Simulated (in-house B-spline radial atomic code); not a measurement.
Values are calculated unless marked as measured or tabulated.
Building a PAW s channel for Rh, r_c = 2.42 bohr

Rh, [Kr] 4d8 5s1, non-relativistic PBE, spherical and spin-unpolarised, from a B-spline radial code for spherical atoms (atomic units; all potentials screened as in the neutral atom).

Two all-electron partial waves φ1, φ2 are integrated outwards at E1 = ε(5s) = -0.144591 and E2 = E1 + 1 hartree; φ1 is the bound orbital and φ2 has unit norm inside r_c = 2.4163 bohr. Smooth partners are polynomials, r^1(a0 + a1 r² + a2 r⁴ + a3 r⁶), matched to φ and three derivatives at r_c, with no condition on the norm. The local potential is -4.84585 + (2.13322) r² + (-0.382206) r⁴ + (0.0249349) r⁶ inside 1.9873 bohr and the all-electron one outside.

| wave | φ(r_c) | φ'(r_c) | a0 | a1 | a2 | a3 |
| --- | --- | --- | --- | --- | --- | --- |
| 1 | 0.5703466 | 0.1197587 | 0.05720066 | 0.0974306 | -0.01593045 | 0.0007689058 |
| 2 | 0.6040396 | -1.447235 | 0.7061728 | 0.07966637 | -0.04254271 | 0.002657417 |

Inside r_c the overlaps are <φi φj> = [[0.22051, 0.44888], [0.44888, 1.00000]] and, for the smooth waves, [[0.22812, 0.53018], [0.53018, 1.48959]]. With χj = (Ej − T − V_local) applied to smooth wave j, the program's quadrature gives the matrix B_ij = <smooth i, χj> as [[0.15855, 0.68462], [0.60332, 2.75926]].

Q: Check the match of the first wave, and find the augmentation charges q_ij.

A: At r_c the four terms are 0.13821, 1.37451, -1.31215, 0.36977, which sum to 0.5703, φ1(r_c) to rounding. q_ij is the all-electron overlap less the smooth one: [[-0.00761, -0.08130], [-0.08130, -0.48959]]. The smooth first wave has a norm of 0.2281 inside r_c against 0.2205, so q11 is negative and must stay small enough for the overlap operator to be positive.

Q: B isn't symmetric. Show that D_ij = B_ij + Ej q_ij is.

A: Integrating by parts gives B12 − B21 = (E1 − E2) q12: 0.68462 − (0.60332) = 0.08130, and −1 × (-0.08130) = 0.08130. So D12 = 0.68462 + (0.855409)(-0.08130) = 0.61508 and D21 = 0.60332 + (-0.144591)(-0.08130) = 0.61508; D11 = 0.15965, D22 = 2.34046. The projectors, p = (B⁻¹)ᵀ χ, are dual to the smooth waves; det B = 0.024.

Solving (T + V_local + Σ p D p) ψ = E (1 + Σ p q p) ψ in a sphere of 9 bohr, whose wall lifts the free-atom level a little, gives these levels:

| all-electron | one projector | two projectors |
| --- | --- | --- |
| -0.143162 | -0.554407 | -10.936200 |
| 0.117254 | -0.143162 | -0.143162 |
| 0.484851 | 0.117561 | 0.117242 |
| 1.011460 | 0.485540 | 0.484825 |
| 1.688560 | 1.008090 | 1.011440 |

Q: What does the second projector gain?

A: With one projector a ghost lies below the reference level, so the set fails. With two a ghost lies below the reference level, so the set fails. The lowest eigenvalue of the overlap operator is 0.8982 with one and 0.03936 with two projectors. The smooth orbital alone needs a cutoff of 3.08 hartree for 1 millihartree of kinetic energy, against 5.51 for a norm-conserving Troullier-Martins orbital of the same radius, which is no gain while the set fails.
